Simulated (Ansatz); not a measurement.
`O[Si](O)(F)[SiH3]` + HBr → `O[Si](O)([SiH3])Br` + H–F  (ligand exchange at the Si–F bond)

Program: Ansatz. Geometries: PBE0-D4/def2-TZVP. ΔE: electronic, gas phase. CBS: MP2 limit from def2 TZ/QZ plus the TZ coupled-cluster correction, frozen cores. This one scheme is used for every species. For Br outer-core shells are correlated without core-valence functions, which leaves a few kJ/mol of doubt a bond. Scalar relativity is left out up to krypton. Each species was taken in one conformer, which may not be the lowest.

```tsv
species	CCSD(T)/CBS(def2) energy (Eh)
`O[Si](O)(F)[SiH3]`	-831.48045
HBr	-2573.91920
`O[Si](O)([SiH3])Br`	-3304.98629
H–F	-100.39570
```

Work out ΔE.

ΔE = (-3304.98629) + (-100.39570) − (-831.48045) − (-2573.91920) = 0.01766 Eh = +46.4 kJ/mol.

What do rigid-rotor, harmonic-oscillator terms from PBE0-D4/def2-TZVP frequencies (298.15 K, 1 bar) make of the CCSD(T)/CBS value? (An estimate is asked.)

Ansatz gave: ΔZPE = +4.7 kJ/mol, ΔH = +52.6 kJ/mol, ΔS = -1 J/(mol·K), ΔG = +52.8 kJ/mol.

Largest T1 diagnostic among the species: 0.013.

The D4 term adds −9.0 kJ/mol with B3LYP and −4.9 kJ/mol with PBE0; it sums over pairs of atoms, weighted by their polarisabilities, and B3LYP, whose exchange is more repulsive, gets the larger term. In def2-TZVPP, CCSD(T) changes the Hartree–Fock value by −14.8 kJ/mol (the triples alone add −3.4 kJ/mol) and MP2 by −23.2 kJ/mol. At CCSD(T), def2-SVP lies +11.0 kJ/mol from the extrapolated value and def2-TZVPP +6.8 kJ/mol.

B3LYP here is the variant with VWN-RPA as its local correlation; programs differ in this.
